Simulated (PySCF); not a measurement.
Compound: ethylchlorosilane, C2H7ClSi.
InChI=1S/C2H7ClSi/c1-2-4-3/h2,4H2,1H3

Computed with PySCF, TDDFT B3LYP/def2-SVPD, vertical, gas phase, core orbitals frozen in the response. Isolated species at its PBE0-D3(BJ)/def2-SVP geometry (one conformer only). Torsions of this conformer, `[CH3:1][CH2:2][SiH2:3][Cl:4]`: C1–C2–Si3–Cl4 -179°.

Broadening: Gaussians 0.25 eV wide at half height, area fixed by f = 4.319×10⁻⁹ ∫ε dν̃. The width is an assumption, not a result. The curve ends short of the highest state used, and states not computed would add to its high-energy end.

λ (nm), ε (L mol⁻¹ cm⁻¹) and a bar:
```
    152.6       3416 ##############################
    153.3       2303 ####################
    153.9       1530 #############
    154.5        959 ########
    155.1        576 #####
    155.7        347 ###
    156.3        228 ##
    156.9        182 ##
    157.5        187 ##
    158.2        245 ##
    158.8        346 ###
    159.4        508 ####
    160.0        737 ######
    160.6       1031 #########
    161.2       1366 ############
    161.8       1699 ###############
    162.5       2014 ##################
    163.1       2167 ###################
    163.7       2185 ###################
    164.3       2075 ##################
    164.9       1871 ################
    165.5       1626 ##############
    166.1       1398 ############
    166.7       1230 ###########
    167.4       1139 ##########
    168.0       1147 ##########
    168.6       1210 ###########
    169.2       1293 ###########
    169.8       1365 ############
    170.4       1403 ############
    171.0       1400 ############
    171.7       1357 ############
    172.3       1307 ###########
    172.9       1265 ###########
    173.5       1247 ###########
    174.1       1253 ###########
    174.7       1278 ###########
    175.3       1303 ###########
    176.0       1308 ###########
    176.6       1275 ###########
    177.2       1199 ###########
    177.8       1083 #########
    178.4        937 ########
    179.0        776 #######
    179.6        614 #####
    180.2        465 ####
    180.9        318 ###
    181.5        220 ##
    182.1        145 #
    182.7         92 #
    183.3         56 
    183.9         33 
    184.5         18 
    185.2          9 
    185.8          5 
    186.4          2
```

Q: Locate the maxima and give the states behind the curve.

A: 176 nm (7.05 eV), ε about 1300, made up of S1 (89%) and S2 (11%) (hardly more than a shoulder); 171 nm (7.27 eV), ε about 1400, made up of S2 (91%); 163 nm (7.58 eV), ε about 2200, made up of S3 (99%) (ε in L mol⁻¹ cm⁻¹; maxima over ε = 5, shares over 10%). At its high-energy end, 8.12 eV, the curve is still rising (ε about 3300, from S5 and S6). The states used: S1 7.03 eV (f 0.011); S2 7.28 eV (f 0.012); S3 7.59 eV (f 0.020); S4 7.85 eV (f 0.0009); S5 8.20 eV (f 0.026); S6 8.30 eV (f 0.038); S7 8.43 eV (f 0.012); S8 8.53 eV (f 0.0006); S9 8.65 eV (f 0.018); S10 8.72 eV (f 0.019).

Q: Coming from long wavelengths, where does ε first pass 100 L mol⁻¹ cm⁻¹?

A: At about 183 nm (6.79 eV), 0.24 eV below S1.

Q: What would ε be at 7.58 eV, the highest of these maxima, with half the width (0.125 eV)?

A: About 4310 L mol⁻¹ cm⁻¹ against 2190, a factor of about 1.96; a lone state at its own centre would give exactly 2.

All these states lie below the vertical ionisation energy of 10.45 eV (ΔSCF).
